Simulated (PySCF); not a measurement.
CH4Cl2GeO, SMILES [Cl][Ge]([CH3])([OH])[Cl]. Atoms are numbered in the order given.

```xyz
9

C      1.1933     1.7563     0.0000
Ge    -0.0613     0.2877     0.0000
O     -1.7037     0.9401     0.0000
Cl     0.1925    -0.9888     1.7384
Cl     0.1925    -0.9888    -1.7384
H      1.0294     2.3661    -0.8996
H      2.2180     1.3612     0.0000
H      1.0294     2.3661     0.8996
H     -2.3897     0.2579     0.0000
```

Geometry: B3LYP-D3(BJ)/def2-SVP. The structure was generated by enumeration, and PubChem lists no compound with its InChIKey, so it may never have been made. Other conformers were not sampled.

These are PBE/def2-TZVP (PySCF) values and carry that method's errors.

ESP charges are fitted to the potential on shells at 1.4 to 2.0 van der Waals radii. Atomic charges (e):

```
atom  ESP fit    IAO
----  -------  -----
C1      -0.53  -0.69
Ge2      0.45   1.10
O3      -0.52  -0.72
Cl4     -0.17  -0.30
Cl5     -0.17  -0.30
H6       0.20   0.18
H7       0.17   0.18
H8       0.20   0.18
H9       0.38   0.37
```
